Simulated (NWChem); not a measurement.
Species: C₂H₂F₂; SMILES F/C=C\F

```xyz
6

F     -1.3889     0.0000     0.5497
C     -0.6648     0.0000    -0.5600
C      0.6648     0.0000    -0.5600
F      1.3889     0.0000     0.5497
H     -1.2419     0.0000    -1.4876
H      1.2419     0.0000    -1.4876
```
Atoms are numbered in this order, from 1.

Computed with NWChem. Geometry optimised at PBE0/def2-SVP; all other runs use it. 

```tsv
quantity	level	value
vertical, lowest state with f > 0.02, singlet (eV)	PBE/def2-SVPD, TDA	6.18
isotropic polarisability (bohr³), static	PBE/def2-SVPD	28.7
vertical ionisation energy, ΔSCF (eV)	PBE/def2-SVP	9.93
solvation free energy (kcal/mol) in water	PBE0/def2-SVP, SMD	0.4
dipole (D)	PBE0/def2-SVP	2.21
highest harmonic frequency (cm⁻¹)	PBE0/def2-SVP	3257
```
